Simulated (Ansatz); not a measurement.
F3GeHS (`[F][Ge]([F])([F])[SH]`), 6 atoms. Total charge 0; spin multiplicity 1. Correlated methods include outer-core shells of Ge, which these sets cover unevenly. Scalar relativity is left out up to krypton. All runs use 4 threads of a server CPU on a shared host. Correlated methods freeze the cores.

(1) Give the basis size and wall time and peak host memory of each of these runs in Ansatz. RKS B2PLYP (frozen core)/def2-TZVPP energy; RKS SPW92/def2-TZVPP energy; RKS r2SCAN-D4/def2-TZVPP energy and forces; RHF-CCSD(T)/def2-SVP energy; RKS PBE0-D4/def2-QZVPP energy; RKS PBE0-D4/def2-TZVP frequencies; RKS BHLYP-D4/def2-TZVPP energy; RHF-MP2/def2-QZVPP energy; RKS PBE0-D4/def2-TZVP relaxation (5 steps); RKS ωB97M-V/def2-QZVPP energy; direct RPA on PBE orbitals/def2-TZVPP energy; RKS PBE0-D4/def2-SVP energy. (An estimate is asked.)

Answers

(1) Ansatz gave: Other jobs shared the machine, so times are rough.

```tsv
level	job	functions	wall time	peak host memory (GiB)
RKS SPW92/def2-TZVPP	energy	197	0.5 s	0.26
RKS PBE0-D4/def2-SVP	energy	97	0.55 s	0.22
RKS BHLYP-D4/def2-TZVPP	energy	197	1.2 s	0.61
RKS r2SCAN-D4/def2-TZVPP	energy and forces	197	1.6 s	0.29
direct RPA on PBE orbitals/def2-TZVPP	energy	197	1.6 s	0.4
RKS B2PLYP (frozen core)/def2-TZVPP	energy	197	1.9 s	0.48
RHF-CCSD(T)/def2-SVP	energy	97	2.1 s	0.39
RKS PBE0-D4/def2-QZVPP	energy	360	3.3 s	1.3
RKS ωB97M-V/def2-QZVPP	energy	360	6.5 s	1.5
RHF-MP2/def2-QZVPP	energy	360	6.5 s	1.5
RKS PBE0-D4/def2-TZVP	relaxation (5 steps)	184	8.5 s	0.51
RKS PBE0-D4/def2-TZVP	frequencies	184	37 s	0.51
```
